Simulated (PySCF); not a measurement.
## A small calculation by hand: chemical shift, span and skew from a shielding tensor

GeSe, SMILES [Ge]=[Se] (connectivity only; charge and spin as stated), neutral, multiplicity 1. Atoms are numbered in the order given.

```xyz
2

Ge     0.0000     0.0000    -1.1026
Se     0.0000     0.0000     1.0377
```
Charge 0, spin multiplicity 1.

Geometry optimised at PBE0-D3(BJ)/def2-TZVP.

GIAO shieldings from PBE0/pcSseg-2 in PySCF, non-relativistic, no solvent. The symmetric part of the tensor of Se2 has the principal values -1375.1, -1375.1, 3009.1 ppm. The same nucleus in Me2Se has σ = 1739.2 ppm at this level (PySCF, at its B3LYP-D3(BJ)/def2-TZVP geometry).

Q: Work out the isotropic shielding, the ⁷⁷Se shift against Me2Se, the span and the skew.

A: 
σ(iso) = (σ11 + σ22 + σ33)/3 = 86.3 ppm. δ = σ(ref) − σ(iso) = 1739.2 − (86.3) = 1652.9 ppm.
Span Ω = σ33 − σ11 = 4384.2 ppm. Skew κ = 3(σ(iso) − σ22)/Ω = 1.00, an axial tensor. Tumbling in solution averages the tensor to δ; in a static solid the shielding alone would spread this spin-1/2 line over Ω.
